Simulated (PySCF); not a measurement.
B₂HO₂, SMILES O=BB=[OH+], charge +1. Geometry optimised at PBE-D3(BJ)/def2-TZVP. The isomer is the one that the SMILES or the coordinates give; other isomers of the formula were not compared. Other conformers were not sampled.

The numbers are results of PBE-D3(BJ)/def2-TZVP (PySCF), not measurements.

Harmonic wavenumbers (cm⁻¹): 141, 141, 169, 169, 443, 443, 594, 1849, 2037, 3689. Rotational constants (GHz): 3.244 (linear); symmetry number 1.

**Question.** Work out the zero-point energy and the ideal-gas rigid-rotor harmonic-oscillator thermochemistry at 298.15 K and 1 atm.

**Answer.** ZPE = ½ Σ hcν = ½ × 9675 cm⁻¹ = 13.83 kcal/mol. H − E(el) = 17.94 kcal/mol. Entropy in cal/(mol K): translation 37.92, rotation 17.01, vibration 12.57, total 67.49. G − E(el) = -2.18 kcal/mol. Cp = 18.37 cal/(mol K). Modes under 150 cm⁻¹ make the vibrational entropy uncertain.
